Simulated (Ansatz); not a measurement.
MgAl₃, relaxed as a doublet with UKS PBE0-D4/def2-TZVP in Ansatz, starting from the GFN1-xTB geometry. Force threshold 0.02 eV/Å.

The charge 0 doublet is spin-contaminated (final ⟨S²⟩ up to 1.17, 0.75 for a pure state). The relaxation made no stability test and no search for a lower SCF solution. The structure comes from a short search, and lower isomers may exist.

Start:

```xyz
4

Al   -0.4447   -1.2071    0.0107
Al    0.2248    1.2910    0.0841
Al   -1.0109    0.2391    1.9907
Mg    1.2307   -0.3230   -2.0856
```

```csv
step,energy (eV),largest force component (eV/Å),SCF passes
1,-25221.5265,0.586,69
2,-25221.5682,0.211,46
3,-25221.5752,0.036,47
4,-25221.5772,0.038,47
5,-25221.5815,0.107,49
6,-25221.5822,0.220,45
7,-25221.5917,0.114,45
8,-25221.6073,0.098,50
9,-25221.6349,0.104,45
10,-25221.6861,0.135,42
11,-25221.7555,0.140,45
12,-25221.8045,0.076,36
13,-25221.8166,0.089,41
14,-25221.8234,0.061,36
15 (rejected),-25221.8234,0.061,34
16,-25221.8236,0.052,33
17,-25221.8240,0.050,32
18,-25221.8244,0.004,31
```

Force components are those of the run's own axes.

End:

```tsv
atom	x (Å)	y (Å)	z (Å)
Al1	-1.253	-1.126	-0.623
Al2	-0.489	1.396	-0.385
Al3	0.213	0.051	1.788
Mg4	1.528	-0.321	-0.781
```

Bonds lost: Al1–Al3 (atoms count from 1). Bonds formed: Al3–Mg4 (atoms count from 1). The end is the same structure that another start reached, the lowest one found.

No frequencies were taken in this run, so the end may be a saddle point.

It took 59 s on 4 threads of Arm Neoverse V1 on a shared host.
